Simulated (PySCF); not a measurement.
**EPR parameters of C4H9O3**

Compound: C₄H₉O₃ (doublet state).
Atom-mapped SMILES: `[CH3:1][O:2][C@H:3]([CH3:4])[C:5]([OH:6])[OH:7]` (hydrogens: H8, H9, H10 on C1; H11 on C3; H12, H13, H14 on C4; H15 on O6; H16 on O7)

Cartesian coordinates in Å at the GFN2-xTB level; atoms count from 1:
```
atom  x, y, z in Å
C1     1.9396   -0.9294    0.6168
O2     1.1373    0.2195    0.7458
C3     0.0718    0.2725   -0.1904
C4    -0.4596    1.7133   -0.2041
C5    -0.9905   -0.7188    0.2222
O6    -2.0317   -0.9038   -0.6481
O7    -1.3732   -0.6885    1.5516
H8     2.4509   -0.9446   -0.3527
H9     2.6772   -0.8852    1.4160
H10    1.3399   -1.8417    0.7124
H11    0.4273    0.0080   -1.1971
H12   -0.8171    1.9861    0.7856
H13   -1.2753    1.7842   -0.9174
H14    0.3377    2.3940   -0.4893
H15   -2.8075   -1.1445   -0.1271
H16   -0.6345   -0.3123    2.0485
```

The hyperfine couplings belong to this conformer and change with its torsions.

Computed with UKS B3LYP, pcH-1 on C H O, non-relativistic, mean-field spin-orbit, GIAO (PySCF 2.14.0). Isolated species at its GFN2-xTB geometry (one conformer only). Couplings are sensitive to structure, and on GFN2-xTB geometries they can be far from those on DFT ones. Stability of the SCF solution: not tested.

```
g1, g2, g3                      : 2.00199, 2.00367, 2.00399
g_iso                           : 2.00322
Form of g                       : rhombic: the two nearest values differ by 16 % of g3 − g1
⟨S²⟩                            : 0.7528 (exact 0.7500)
HOMO–LUMO gap, α and β orbitals : 5.18, 7.10 eV
```

Isotropic coupling and dipolar principal values T1 to T3, in 10⁻⁴ cm⁻¹ (1 × 10⁻⁴ cm⁻¹ = 2.998 MHz):

```tsv
atom	isotope	a_iso	T1	T2	T3	Mulliken spin population
C1	13C	1.3	-0.6	-0.1	0.7	0.01
O2	17O	-3.2	-0.3	0.1	0.2	0.00
C3	13C	3.9	-1.9	-1.6	3.5	-0.02
C4	13C	10.5	-1.5	-1.5	3.0	0.05
C5	13C	92.4	-24.3	-24.1	48.4	0.78
O6	17O	-11.1	-16.5	7.8	8.7	0.09
O7	17O	-12.2	-16.2	7.8	8.5	0.09
H8	1H	-0.1	-0.6	-0.6	1.2	0.00
H9	1H	0.1	-0.5	-0.4	1.0	0.00
H10	1H	0.5	-2.1	-1.3	3.4	0.00
H11	1H	5.0	-2.3	-1.6	3.9	0.00
H12	1H	-1.1	-1.3	-0.3	1.7	0.00
H13	1H	-0.6	-1.3	-0.4	1.8	0.00
H14	1H	3.6	-1.1	-0.3	1.4	0.01
H15	1H	-2.8	-3.7	-2.5	6.1	0.00
H16	1H	-2.8	-3.8	-2.4	6.1	0.00
```

Largest spin populations (Mulliken): C5 (+0.78), O6 (+0.09) and O7 (+0.09). C5 is the only atom above +0.15. The angles at C5 add up to 346.8°, so it is slightly pyramidal.

Under fast tumbling the dipolar parts average out, and these isotropic splittings remain: 1 × 1H (H11, I = 1/2, 2 lines) with 0.54 mT, 2 × 1H (H15/H16, I = 1/2, 3 lines) with 0.30 mT and 3 × 1H (H12/H13/H14, I = 1/2, 4 lines) with 0.07 mT.

Means are taken over nuclei equivalent by connectivity, which assumes that they swap fast. The three 1H nuclei of mean +1.9 MHz run from -3.3 to 10.7 MHz in the frozen geometry.

The 17O coupling of O6/O7 (mean -34.9 MHz) shows only in satellite lines or after enrichment, since that isotope makes up about 0.038 % of natural oxygen.

The 13C coupling of C5 (277.0 MHz) shows only in satellite lines or after enrichment, since that isotope makes up about 1.07 % of natural carbon.
